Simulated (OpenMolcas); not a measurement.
An OpenMolcas run meant for V+ (ANO-RCC-VDZP, DKH2; inactive shells 1s 2s 2p 3s 3p; intended active space 4 electrons in 5 orbitals (3d)). One step of its input:

```
&RASSCF
FileOrb=start.orb
Symmetry=1
Spin=5
nActEl=4 0 0
Inactive=3 6
Ras2=5 0
CIRoot=5 5 1
SDav=5
CIMx=300
Iter=2 100
PrWF=0.3
OrbListing=Nothing
MaxOrb=0
Atom
>>> COPY $Project.JobIph JOB001
```

Lines from the output:

```
...
      No convergence after  2 iterations
        3   1    5    0  -947.90227319   -1.32E-04* -4.46E-02    4  10 2  5.57E-02*  0.00   0.00    SX    NO
      Natural orbitals and occupation numbers for root  1
      sym 1:   1.000000   1.000000  -0.000000   1.000000   1.000000
      Natural orbitals and occupation numbers for root  2
      sym 1:   1.000000   0.000000   1.000000   1.000000   1.000000
      Natural orbitals and occupation numbers for root  3
      sym 1:   1.000000   1.000000   1.000000   0.000000   1.000000
::    RASSCF root number  1 Total energy:   -947.90227319
::    RASSCF root number  2 Total energy:   -947.90227319
::    RASSCF root number  3 Total energy:   -947.90227319
::    RASSCF root number  4 Total energy:   -947.90227319
::    RASSCF root number  5 Total energy:   -947.90227319
                  YZ=  3.8805E-01              ZZ=  4.1603E-01
--
  Molden files will not be produced
      Average orbitals are written to the RASORB file
--- Stop Module: rasscf at  /rc=_RC_NOT_CONVERGED_ ---
.#######################.
.# Convergence problem #.
.#######################.
```

Problem. What is wrong with the input?

Solution. The iteration limit is far too low, so the equations stop before they converge.
